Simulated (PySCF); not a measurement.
PySCF input for methoxy(methylsulfanyl)methane (C3H8OS), SMILES CSCOC, TDDFT-ωB97X/def2-SVPD. The structure is a stationary point at r2SCAN-D4/def2-SVP. Other conformers were not sampled.

```python
import numpy as np
from pyscf import gto, scf, dft, tdscf

mol = gto.M(
    atom='''
    C     1.60108209   -1.21383998    0.14624306
    O     1.63126257    0.14520642    0.50351131
    C     0.38355956    0.69256594    0.77630204
    S    -0.81283661    0.75512748   -0.62172788
    C    -1.83348712   -0.71042458   -0.28877487
    H     1.09064408   -1.82878568    0.91672415
    H     1.08769840   -1.36257580   -0.82239842
    H     2.64203654   -1.55244793    0.05334873
    H     0.55961569    1.73767820    1.06956507
    H    -0.12846731    0.16259994    1.60797506
    H    -2.24493020   -0.68232209    0.73228004
    H    -1.28571155   -1.65263565   -0.44180281
    H    -2.67252750   -0.67501042   -0.99875738
    ''',
    basis='def2-SVPD',
    charge=0,
    spin=0,
    max_memory=1600,
    verbose=4,
)
mf = dft.RKS(mol, xc='wb97x').density_fit(auxbasis='def2-universal-jkfit')
mf.grids.level = 3
mf.conv_tol = 1e-9
mf.max_cycle = 100
mf.kernel()
mf.grids = dft.Grids(mol).set(level=1).build(with_non0tab=True)  # coarser grid for the response kernel
td = tdscf.TDDFT(mf)
td.singlet = True
td.nstates = 10
td.conv_tol = 1e-4
td.positive_eig_threshold = 1e-6
td.kernel(x0=td.get_init_guess(mf, 15))
td.analyze()
tt = tdscf.TDA(mf)
tt.singlet = False
tt.nstates = 4
tt.conv_tol = 1e-4
tt.positive_eig_threshold = 1e-6
tt.kernel(x0=tt.get_init_guess(mf, 9))
tt.analyze(verbose=3)
```

Log of the run:

```
PySCF version 2.14.0

[INPUT] verbose = 4
[INPUT] num. atoms = 13
[INPUT] num. electrons = 50
[INPUT] charge = 0
[INPUT] spin (= nelec alpha-beta = 2S) = 0
[INPUT] symmetry False subgroup None
[INPUT] Mole.unit = angstrom
[INPUT] Symbol           X                Y                Z      unit          X                Y                Z       unit  Magmom
[INPUT]  1 C      1.601082090000  -1.213839980000   0.146243060000 AA    3.025606653046  -2.293825121248   0.276359331018 Bohr   0.0
[INPUT]  2 O      1.631262570000   0.145206420000   0.503511310000 AA    3.082639494554   0.274400365329   0.951498476521 Bohr   0.0
[INPUT]  3 C      0.383559560000   0.692565940000   0.776302040000 AA    0.724822520859   1.308759949802   1.466998245541 Bohr   0.0
[INPUT]  4 S     -0.812836610000   0.755127480000  -0.621727880000 AA   -1.536038576920   1.426984126333  -1.174895417206 Bohr   0.0
[INPUT]  5 C     -1.833487120000  -0.710424580000  -0.288774870000 AA   -3.464788509718  -1.342507888359  -0.545705415957 Bohr   0.0
[INPUT]  6 H      1.090644080000  -1.828785680000   0.916724150000 AA    2.061018610578  -3.455904075726   1.732357575275 Bohr   0.0
[INPUT]  7 H      1.087698400000  -1.362575800000  -0.822398420000 AA    2.055452082128  -2.574895085960  -1.554107779075 Bohr   0.0
[INPUT]  8 H      2.642036540000  -1.552447930000   0.053348730000 AA    4.992725471693  -2.933701410348   0.100814488793 Bohr   0.0
[INPUT]  9 H      0.559615690000   1.737678200000   1.069565070000 AA    1.057520389110   3.283735890627   2.021185054701 Bohr   0.0
[INPUT] 10 H     -0.128467310000   0.162599940000   1.607975060000 AA   -0.242768031860   0.307269354471   3.038632478531 Bohr   0.0
[INPUT] 11 H     -2.244930200000  -0.682322090000   0.732280040000 AA   -4.242303246765  -1.289401878841   1.383808722086 Bohr   0.0
[INPUT] 12 H     -1.285711550000  -1.652635650000  -0.441802810000 AA   -2.429642704690  -3.123028762193  -0.834886311963 Bohr   0.0
[INPUT] 13 H     -2.672527500000  -0.675010420000  -0.998757380000 AA   -5.050345035369  -1.275584825028  -1.887377913088 Bohr   0.0

nuclear repulsion = 241.927773777437
number of shells = 76
number of NR pGTOs = 248
number of NR cGTOs = 174
basis = def2-SVPD
ecp = {}


[settings echo left out]
init E= -592.603333084981
  HOMO = -0.29162990118711  LUMO = 0.0198771853899444  gap/eV = 8.47654
cycle= 1 E= -592.151303984619  delta_E= 0.452  |g|= 0.563  |ddm|= 4.13
  HOMO = -0.301386799485946  LUMO = 0.0753009183417475  gap/eV = 10.25019
cycle= 2 E= -592.160360284728  delta_E= -0.00906  |g|= 0.587  |ddm|= 1.06
  HOMO = -0.327418603682418  LUMO = 0.085327254183357  gap/eV = 11.23139
cycle= 3 E= -592.222561367682  delta_E= -0.0622  |g|= 0.052  |ddm|= 0.531
  HOMO = -0.335545799576894  LUMO = 0.0862683127198212  gap/eV = 11.47815
cycle= 4 E= -592.223146762262  delta_E= -0.000585  |g|= 0.0248  |ddm|= 0.0973
  HOMO = -0.333915715172143  LUMO = 0.086718756798529  gap/eV = 11.44605
cycle= 5 E= -592.223319492806  delta_E= -0.000173  |g|= 0.00524  |ddm|= 0.0385
  HOMO = -0.333702228624662  LUMO = 0.086880170156622  gap/eV = 11.44463
cycle= 6 E= -592.223329973545  delta_E= -1.05e-05  |g|= 0.00132  |ddm|= 0.012
  HOMO = -0.333920808434657  LUMO = 0.0868718522880108  gap/eV = 11.45035
cycle= 7 E= -592.223330908544  delta_E= -9.35e-07  |g|= 0.000519  |ddm|= 0.00372
  HOMO = -0.333907223301945  LUMO = 0.086862873468283  gap/eV = 11.44974
cycle= 8 E= -592.223331053183  delta_E= -1.45e-07  |g|= 0.000149  |ddm|= 0.00149
  HOMO = -0.333906760272902  LUMO = 0.0868674901060458  gap/eV = 11.44985
cycle= 9 E= -592.223331065509  delta_E= -1.23e-08  |g|= 4.33e-05  |ddm|= 0.000444
  HOMO = -0.333914843598615  LUMO = 0.0868643878405626  gap/eV = 11.44999
cycle= 10 E= -592.223331066576  delta_E= -1.07e-09  |g|= 1.33e-05  |ddm|= 0.000129
  HOMO = -0.333914342401922  LUMO = 0.0868647237518338  gap/eV = 11.44998
cycle= 11 E= -592.223331066674  delta_E= -9.78e-11  |g|= 4.38e-06  |ddm|= 3.79e-05
  HOMO = -0.333914191481888  LUMO = 0.0868645397399428  gap/eV = 11.44997
Extra cycle  E= -592.223331066683  delta_E= -8.64e-12  |g|= 2.76e-06  |ddm|= 1.48e-05
converged SCF energy = -592.223331066683
tot grids = 46816
Overwritten attributes  positive_eig_threshold  of <class 'pyscf.tdscf.rks.TDDFT'>


******** <class 'pyscf.tdscf.rks.TDDFT'> for <class 'pyscf.df.df_jk.DFRKS'> ********
nstates = 10 singlet
deg_eia_thresh = 1.000e-03
wfnsym = None
conv_tol = 0.0001
eigh lindep = 1e-12
eigh level_shift = 0
eigh max_cycle = 100


Excitation energies (eV)
[5.88744607 6.90410481 7.21463909 7.68426774 7.84638985 8.04562129
 8.11243212 8.19877995 8.45958443 8.48161409]

** Singlet excitation energies and oscillator strengths **
Excited State   1:      5.88745 eV    210.59 nm  f=0.0009
      25 -> 26        0.48127
      25 -> 27       -0.36311
      25 -> 30        0.16568
      25 -> 31        0.10492
      25 -> 34        0.24219
      25 -> 35        0.12651
Excited State   2:      6.90410 eV    179.58 nm  f=0.0385
      25 -> 26        0.26182
      25 -> 27        0.28961
      25 -> 28        0.49552
      25 -> 29       -0.13149
      25 -> 30       -0.21015
      25 -> 34        0.12107
Excited State   3:      7.21464 eV    171.85 nm  f=0.0067
      25 -> 26        0.32427
      25 -> 27        0.32944
      25 -> 28       -0.37111
      25 -> 29       -0.23230
      25 -> 32        0.20088
      25 -> 34       -0.13421
Excited State   4:      7.68427 eV    161.35 nm  f=0.0187
      24 -> 26       -0.25059
      24 -> 27        0.55175
      24 -> 31       -0.17289
      25 -> 30        0.14225
Excited State   5:      7.84639 eV    158.01 nm  f=0.0489
      25 -> 26       -0.16908
      25 -> 28        0.14645
      25 -> 29       -0.50759
      25 -> 30        0.34665
      25 -> 31        0.20491
Excited State   6:      8.04562 eV    154.10 nm  f=0.0013
      24 -> 26       -0.37613
      24 -> 27       -0.24365
      24 -> 34       -0.12177
      25 -> 28        0.16170
      25 -> 29        0.18096
      25 -> 30        0.20186
      25 -> 32        0.21149
      25 -> 34       -0.22215
Excited State   7:      8.11243 eV    152.83 nm  f=0.0587
      24 -> 26        0.36342
      24 -> 27        0.19420
      25 -> 28        0.20450
      25 -> 29        0.14507
      25 -> 32        0.34885
      25 -> 34       -0.26249
Excited State   8:      8.19878 eV    151.22 nm  f=0.0475
      24 -> 26       -0.25075
      24 -> 28        0.14282
      25 -> 27       -0.24308
      25 -> 29       -0.16122
      25 -> 30       -0.38863
      25 -> 31        0.13179
      25 -> 32        0.23829
      25 -> 33       -0.14775
      25 -> 36        0.13017
Excited State   9:      8.45958 eV    146.56 nm  f=0.1622
      22 -> 28       -0.10151
      24 -> 27       -0.10497
      24 -> 28        0.52845
      24 -> 29        0.10503
      24 -> 34        0.21331
      25 -> 27        0.12317
      25 -> 29        0.14064
      25 -> 30        0.12333
Excited State  10:      8.48161 eV    146.18 nm  f=0.0260
      24 -> 28        0.13442
      25 -> 26        0.16625
      25 -> 27       -0.21834
      25 -> 29       -0.12100
      25 -> 31       -0.26721
      25 -> 32       -0.28830
      25 -> 34       -0.39395
      25 -> 35       -0.16596
      25 -> 37       -0.13801

** Transition electric dipole moments (AU) **
state          X           Y           Z        Dip. S.      Osc.
  1        -0.0698      0.0175     -0.0294      0.0060      0.0009
  2         0.3249     -0.2922     -0.1916      0.2277      0.0385
  3         0.1325     -0.1375      0.0405      0.0381      0.0067
  4        -0.2269     -0.0065     -0.2184      0.0993      0.0187
  5         0.1793     -0.3673      0.2954      0.2543      0.0489
  6        -0.0663      0.0124     -0.0431      0.0064      0.0013
  7         0.3593      0.1624     -0.3737      0.2952      0.0587
  8        -0.1438     -0.3850     -0.2595      0.2363      0.0475
  9         0.3608     -0.3047      0.7480      0.7825      0.1622
 10        -0.0721     -0.0810      0.3366      0.1251      0.0260

** Transition velocity dipole moments (imaginary part, AU) **
state          X           Y           Z        Dip. S.      Osc.
  1        -0.0173      0.0049     -0.0059      0.0004      0.0011
  2         0.0829     -0.0753     -0.0496      0.0150      0.0394
  3         0.0294     -0.0321      0.0180      0.0022      0.0056
  4        -0.0653     -0.0032     -0.0619      0.0081      0.0192
  5         0.0488     -0.1078      0.0829      0.0209      0.0482
  6        -0.0170      0.0039     -0.0113      0.0004      0.0010
  7         0.1081      0.0491     -0.1157      0.0275      0.0615
  8        -0.0456     -0.1165     -0.0773      0.0216      0.0478
  9         0.1164     -0.0975      0.2421      0.0817      0.1751
 10        -0.0240     -0.0234      0.1068      0.0125      0.0268

** Transition magnetic dipole moments (imaginary part, AU) **
state          X           Y           Z
  1         0.0466     -0.4115      0.4258
  2         0.4118      0.0780      0.2748
  3         0.6707      0.3353      0.2972
  4         0.2067      0.1711     -0.2512
  5        -0.1847     -0.1417     -0.3373
  6         0.4666      0.3459     -0.2697
  7        -0.2382      0.3474      0.3736
  8         0.8857      0.4173     -0.5811
  9        -0.3034     -0.2457      0.5567
 10        -0.4731     -0.3808      0.3033
Overwritten attributes  positive_eig_threshold  of <class 'pyscf.tdscf.rks.TDA'>


******** <class 'pyscf.tdscf.rks.TDA'> for <class 'pyscf.df.df_jk.DFRKS'> ********
nstates = 4 triplet
deg_eia_thresh = 1.000e-03
wfnsym = None
conv_tol = 0.0001
eigh lindep = 1e-12
eigh level_shift = 0
eigh max_cycle = 100


Excitation energies (eV)
[5.47800645 6.23845761 6.97689065 7.02694115]

** Triplet excitation energies and oscillator strengths **
Excited State   1:      5.47801 eV    226.33 nm  f=0.0000
Excited State   2:      6.23846 eV    198.74 nm  f=0.0000
Excited State   3:      6.97689 eV    177.71 nm  f=0.0000
Excited State   4:      7.02694 eV    176.44 nm  f=0.0000
```

The run converged.

Cost: about 13 core-minutes (a rough figure).
